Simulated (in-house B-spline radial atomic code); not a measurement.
A radial electron density 4πr²n(r) was computed for an atom or ion in its tabulated ground configuration with a B-spline radial code for spherical atoms; method: Dirac-Kohn-Sham AM05, spherical fractional occupations. Columns: r (bohr), 4πr²n(r) (electrons per bohr), bar.

```
 0.00047    3.561 #
 0.00058    4.944 #
0.000716    6.832 ##
0.000883    9.369 ###
 0.00109    12.78 ####
 0.00134    17.19 #####
 0.00166    23.14 #######
 0.00205    30.64 #########
 0.00253    39.93 ############
 0.00312    51.08 ###############
 0.00385    63.95 ###################
 0.00475    77.93 #######################
 0.00586    91.92 ###########################
 0.00724    104.3 ###############################
 0.00893      113 ##################################
   0.011    116.5 ###################################
  0.0136    114.2 ##################################
  0.0168    108.1 ################################
  0.0207    103.3 ###############################
  0.0256    105.5 ###############################
  0.0315    117.6 ###################################
  0.0389    135.9 ########################################
   0.048    148.4 ############################################
  0.0593    144.7 ###########################################
  0.0732    128.1 ######################################
  0.0903    117.6 ###################################
   0.111    126.1 #####################################
   0.138    139.5 #########################################
    0.17    127.7 ######################################
   0.209    95.32 ############################
   0.258    77.52 #######################
   0.319    86.76 ##########################
   0.394    90.25 ###########################
   0.486     68.7 ####################
     0.6    41.33 ############
    0.74    27.25 ########
   0.913    22.43 #######
    1.13     17.4 #####
    1.39    11.05 ###
    1.72    5.516 ##
    2.12    2.207 #
    2.61   0.6713 
    3.23   0.1361 
    3.98   0.0177 
    4.91 0.001245
```

Problem. Which atom or ion is it?
A. Au3+
B. Hg4+
C. Tl3+
D. Hg3+

Solution. D. The area under the curve, ∫4πr²n dr = ∫r·4πr²n d(ln r) on this logarithmic grid, is 77 electrons, which only this option has. The configuration is [Xe] 4f14 5d9.
